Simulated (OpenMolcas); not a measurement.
Tc5+ among 6 point charges of -1.1 e arranged as an octahedron (Oh), 1.99 Å from the ion.
```
   1.9900    0.0000    0.0000  -1.10
   0.0000    1.9900    0.0000  -1.10
  -1.9900    0.0000    0.0000  -1.10
   0.0000   -1.9900    0.0000  -1.10
   0.0000    0.0000    1.9900  -1.10
   0.0000    0.0000   -1.9900  -1.10
```

* Program: OpenMolcas 26.06
* Method: CASSCF
* Basis: ANO-RCC-VDZP [6s5p3d1f]
* Scalar Hamiltonian: DKH2, point nucleus
* Active space: 2 electrons in 5 orbitals (4d)
* State averaging: 2S+1 = 3 even, 10 roots; 2S+1 = 1 even, 15 roots
* Spin-orbit coupling: RASSI with atomic mean-field integrals over the reference wave functions

(1) What is the spin-free ground state (labels of O, the rotations of Oh)?

(2) Where is the first state of the same spin?

(3) What are the lowest two levels with spin-orbit coupling?

(4) What is χT at 300 K, and how does it compare with the textbook value?

(5) Which ligand-field parameters describe the states?

Answers

(1) 3T1, 3-fold in its orbital part, 99 % from free-ion F terms; it has the highest spin that d2 allows.

(2) 3T2 at 3780 cm-1 above the ground state.

(3) A 2-fold level E, then a 3-fold level T2 401.0 cm-1 above it. Their leading multiplicities are 3 (99 %) and 3 (99 %).

(4) The lowest level has 2S+1 = 3, for which the spin-only value is χT = S(S+1) / 2 = 1.000 cm3 K/mol (g = 2). The computed 0.149 at 300 K differs by -0.851, through orbital momentum, spin-orbit coupling and any other state in reach. With a threefold ground state the orbital momentum is unquenched, so the spin-only value is not expected to hold.

(5) A least-squares ligand-field fit to the states below 45000 cm-1, each weighted by its degeneracy and with a free common offset, gives 10Dq = 4541 cm-1, B = 940 cm-1 and C = 3824 cm-1 (C/B = 4.07), with an rms deviation of 26 cm-1. 

An orbital triplet at a regular site is open to Jahn-Teller coupling, which can distort the site and quench the lowest spin-orbit gaps and is left out. Without dynamic correlation the repulsion within the d shell is too large (B by tens of per cent), so at a given field states of lower spin stand too high. This field is weak: 10Dq is about 4541 cm-1, while octahedral complexes of 4d ions of charge 3 and more, computed by the same method with explicit ligands, had a median near 25000 cm-1. Ground spin and moment need not be those of a real site. This is an electrostatic model: the charges have no orbitals. No measured value stands beside these numbers.
